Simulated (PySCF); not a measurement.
**[HgF3]-: from structure and modes to constants**

These are results of B3LYP in PySCF with Hg def2-SVPD with ECP60, F def2-SVPD; scalar-relativistic core potentials, no spin–orbit coupling; density-fitted integrals, not measurements.

The singlet minimum has C2v symmetry. Masses (u): Hg 201.97063, F 18.99840.

```xyz
4
charge -1 multiplicity 1, angstrom
Hg    0.0000    0.0000    0.0410
F     0.0000    0.0000    2.1822
F     1.8883    0.0000   -0.9216
F    -1.8883    0.0000   -0.9216
```

Harmonic wavenumbers (cm⁻¹): 50.4 (a1, ×1), 65.6 (b2, ×1), 129.5 (b1, ×1), 388.4 (a1, ×1), 411.1 (b2, ×1), 436.1 (a1, ×1).

Problem. Find the principal moments of inertia and the rotational constants. What kind of rotor is it?

Solution. About the centre of mass I = 122.24, 135.48, 257.72 u Å². With B = 16.8576/I this gives 0.1379, 0.1244, 0.06541 cm⁻¹. The molecule is an asymmetric top with κ = 0.63.

Problem. Give the standard entropy (298.15 K, 1 bar) by its translational, rotational, vibrational and spin parts, and Cp.

Solution. Sackur–Tetrode with M = 258.97 u gives 178.2; rotation with symmetry number 2 gives 106.2; vibration 62.0; spin R ln 1 = 0.0. The total is 346.3 J/(mol K), and Cp = 4 R + 42.7 = 76.0 J/(mol K).

Only a few start shapes were tried, so a lower isomer may exist. The lowest empty level of this anion is unbound, so it and the gap depend on the basis. No spin–orbit coupling is included, which matters more the heavier the element.
